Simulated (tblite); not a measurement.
`C#CC#CC[C@@H]([O])C=C` [radical] (doublet state). Computed geometry: GFN2-xTB, gas phase. This method treats the open shell by occupation alone, without spin polarisation.

```
atom  x, y, z in Å
C1     3.5048    0.4830    2.3652
C2     2.5554    0.0142    1.7864
C3     1.4894   -0.5015    1.1321
C4     0.5377   -1.0163    0.5825
C5    -0.5794   -1.5402   -0.1079
C6    -1.1998   -0.4397   -1.1770
O7    -2.0945   -1.0646   -1.8750
C8    -1.6782    0.7080   -0.3278
C9    -0.9317    1.7616   -0.0494
H10    4.3293    0.8883    2.8706
H11   -0.3190   -2.4074   -0.7151
H12   -1.4063   -1.7814    0.5602
H13   -0.2939   -0.1520   -1.7605
H14   -2.7020    0.6256    0.0083
H15    0.0884    1.8392   -0.3917
H16   -1.3077    2.5921    0.5239
```

Where is the centre of mass (commonest isotopes), and what is the radius of gyration?

Mass 119.050 u; centre at (0.078, -0.183, 0.181) Å; Rg = √(Σ m r²/M) = 2.520 Å. As Ia + Ib + Ic = 2 Σ m r², the three principal moments sum to 1511.6 u·Å².

Work out the bond lengths C3≡C4, C4–C5, C5–H11, C5–H12, C6–O7, C6–H13, C8=C9, C9–H15 in pm.

For C3≡C4 the difference vector is (-0.9517, -0.5148, -0.5496) Å, of length 1.2136 Å. C3≡C4 121.4; C4–C5 141.4; C5–H11 109.0; C5–H12 109.0; C6–O7 129.5; C6–H13 111.5; C8=C9 132.1; C9–H15 107.9 pm.

How far apart are these pairs, which share no bond: C2···C9, C2···H10, C3···H12, O7···C8, C8···H10, H10···H13?

C2···C9 4.311 Å (6 bonds apart); C2···H10 2.255 Å (2 bonds apart); C3···H12 3.217 Å (3 bonds apart); O7···C8 2.389 Å (2 bonds apart); C8···H10 6.808 Å (7 bonds apart); H10···H13 6.626 Å (7 bonds apart).

What are the angles C6–C5–H11, C4–C5–H12, H11–C5–H12, O7–C6–C8, C9–C8–H14?

From the scalar product of the two bond vectors; for C6–C5–H11 it is -0.4667 Å² over 1.6550 × 1.0902 Å², cos θ = -0.2587. C6–C5–H11 105.0°; C4–C5–H12 112.5°; H11–C5–H12 110.3°; O7–C6–C8 116.9°; C9–C8–H14 122.0°.

Write the matrix of distances between heavy atoms (Å, lower triangle).

```
C1    0.000
C2    1.207  0.000
C3    2.560  1.353  0.000
C4    3.772  2.566  1.214  0.000
C5    5.186  3.979  2.626  1.414  0.000
C6    5.961  4.805  3.545  2.539  1.655  0.000
O7    7.192  6.016  4.712  3.601  2.376  1.295  0.000
C8    5.845  4.783  3.692  2.952  2.512  1.506  2.389  0.000
C9    5.210  4.311  3.518  3.205  3.321  2.488  3.560  1.321  0.000
```

Its GFN2-xTB frequencies are all real (lowest 45 cm⁻¹).

One conformer stands for the species.
